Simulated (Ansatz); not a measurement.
Molecule: sum formula H4BSiO2, net charge 0, doublet state. It need not be the lowest isomer of its formula. 
Geometry from a B3LYP-D3(BJ)/def2-TZVP (Ansatz, a quantum-chemistry and plane-wave program) optimisation:
SMILES: O[B]O[SiH3]
```xyz
8

O      2.3553    -0.2182    -0.3687
B      1.1995     0.3457     0.0498
O      0.0135    -0.2523    -0.1327
Si    -1.5710     0.0863     0.2151
H      3.1323     0.3141    -0.1761
H     -1.6796     1.3899     0.9048
H     -2.3192     0.1176    -1.0577
H     -2.0876    -0.9939     1.0796
```
Charge 0, spin multiplicity 2.

Dipole moments at this geometry, in debye (magnitudes).

| level | program | dipole (D) |
|---|---|---|
| SVWN5/def2-TZVPD | Ansatz | 0.75 |
| r2SCAN/def2-TZVPD | Ansatz | 0.85 |
| B97M-V/def2-TZVPD | Ansatz | 0.83 |
| BHLYP/def2-TZVPD | Ansatz | 1.07 |
| r2SCAN0/def2-TZVPD | Ansatz | 0.96 |
| HSE06/def2-TZVPD | Ansatz | 0.88 |
| wB97M-V/def2-TZVPD | Ansatz | 0.88 |
| wB97X-V/def2-TZVPD | Ansatz | 0.88 |
| CCSD(T)/aug-cc-pV(D+d)Z | Ansatz | 0.88 |
